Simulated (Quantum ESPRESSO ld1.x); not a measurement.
The mean radii <r> (bohr) of the occupied orbitals of an atom or ion are listed with their occupations. Calculated with ld1.x of Quantum ESPRESSO 7.5: scalar-relativistic Kohn-Sham, relativistic LDA (MacDonald-Vosko exchange, VWN5 correlation), spin-unpolarised, spherical densities, point nucleus.

| orbital | occ. | <r> |
|---|---|---|
| 1s | 2 | 0.08134 |
| 2s | 2 | 0.3894 |
| 2p | 6 | 0.3514 |
| 3s | 2 | 1.271 |
| 3p | 6 | 1.438 |
| 4s | 1 | 4.905 |

Name the element and its charge.

Answer. Z = 19, potassium, charge 0: K in [Ar] 4s1. The 1s radius gives Z: for a bare nucleus <r> = (2 gamma + 1)/(2Z) with gamma = sqrt(1 - (Z/c)^2), 0.07844 bohr for Z = 19, and screening makes it slightly larger (0.08134 here). The occupations add up to 19, and the charge is Z minus that.
